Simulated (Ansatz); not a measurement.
Computed with Ansatz on PBE0-D4/def2-TZVP structures; ΔE is electronic, products minus reactants. CCSD(T)/CBS is the MP2 limit (def2-TZVPP, def2-QZVPP) plus CCSD(T) − MP2 in def2-TZVPP, frozen cores. This one scheme is used for every species. DFT in def2-TZVPP. B3LYP here is the variant with VWN-RPA as its local correlation; programs differ in this. Each species was taken in one conformer, which may not be the lowest.

`NCB(O)Cl` + `NCO[SiH3]` → `NCBO` + `NCO[SiH2]Cl`  (redistribution)

(1) Is it downhill or uphill in electronic energy at CCSD(T)/CBS, and by how much? (Estimate.)

(2) What do these levels give: PBE-D4, r2SCAN-D4, PBE0-D4, B3LYP-D4, r2SCAN, B3LYP, HF/def2-TZVPP, SCS-MP2/def2-TZVPP, CCSD(T)/def2-TZVPP, SCS-MP2/def2-QZVPP, MP2/CBS(def2), CCSD/CBS(def2)? (Estimate.)

Largest T1 diagnostic among the species: 0.012.

## Answers

(1) The calculation gave: Downhill: ΔE = -38.5 kJ/mol.

(2) Computed: PBE-D4 -36.1, r2SCAN-D4 -36.4, PBE0-D4 -36.0, B3LYP-D4 -37.1, r2SCAN -36.4, B3LYP -37.3, HF/def2-TZVPP -33.4, SCS-MP2/def2-TZVPP -35.7, CCSD(T)/def2-TZVPP -34.9, SCS-MP2/def2-QZVPP -37.9, MP2/CBS(def2) -40.2, CCSD/CBS(def2) -38.3 kJ/mol.
